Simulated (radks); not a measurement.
Ionisation ladder of thallium, from Tl25+ to Tl31+. Each ion is in the ground configuration listed by NIST, and IE = E(next ion) - E(this ion). Calculated with a radial shooting solver on a logarithmic mesh with Libxc functionals: Dirac Kohn-Sham, PBE, spin-unpolarised, spherical densities, finite nucleus; open shells fill j = l - 1/2 first; Fermi nuclear charge, rms radius 5.4759 fm.

species   configuration  IE, Delta-SCF (eV)  -e(HOMO) (eV)   HOMO  <r> HOMO (bohr)  IE, NIST (eV)    kind  error (eV)
Tl25+    [Kr] 4d10 4f10              818.18         792.59  4f7/2            0.417            820  theory        -1.8
Tl26+     [Kr] 4d10 4f9              870.13         843.96  4f7/2            0.411            880  theory        -9.9
Tl27+     [Kr] 4d10 4f8              923.22         896.49  4f7/2            0.405            930  theory        -6.8
Tl28+     [Kr] 4d10 4f7              977.44         950.14  4f7/2            0.400            990  theory       -12.6
Tl29+     [Kr] 4d10 4f6              1039.4         1011.4  4f5/2            0.391           1060  theory       -20.6
Tl30+     [Kr] 4d10 4f5              1096.2         1067.6  4f5/2            0.386           1110  theory       -13.8
Tl31+     [Kr] 4d10 4f4              1154.1         1125.0  4f5/2            0.381           1170  theory       -15.9

Reference values: NIST Atomic Spectra Database (exp. = measured, semi-emp. = semi-empirical, theory = theoretical value adopted there). The ionisation energy per charge of the ion left behind rises most, in proportion, at Tl29+ ([Kr] 4d10 4f6), from 33.705 to 34.647 eV. Spin polarisation and multiplet splitting are left out, so open shells lie too high by an amount that depends on their filling.

Beside tabulated values, note that spin-unpolarised runs miss the spin-polarisation part of the exchange energy of open shells.
